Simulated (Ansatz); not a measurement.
Basis-set extrapolation for `N[Si@H](F)N[Si@H](N)F` (PBE0-D4/def2-TZVP geometry, frozen core, Ansatz). Multiplicity 1, RHF reference.

|  | def2-TZVPP | def2-QZVPP |
| --- | --- | --- |
| HF | -944.656137 | -944.693469 |
| MP2 correlation | -1.372536 | -1.487363 |
| CCSD(T) correlation | -1.457590 | not run |

Energies in hartree. Use E(X) = E(∞) + A·exp(−7.88·√X) for Hartree–Fock and E(X) = E(∞) + B·X^(−2.97) for correlation, with X = 3 and 4, and add CCSD(T) minus MP2 of the smaller set to the MP2 limit.

Question: What is the CCSD(T) energy at the basis-set limit?

Answer: HF limit: -944.693469 + (-0.037332) × 0.13774 = -944.69861. MP2 limit: -1.487363 + (-0.114827) × 0.74074 = -1.57242. Higher-order term: -1.457590 − (-1.372536) = -0.08505. Total: -946.35608 hartree, 636.3 kJ/mol below CCSD(T)/def2-TZVPP.
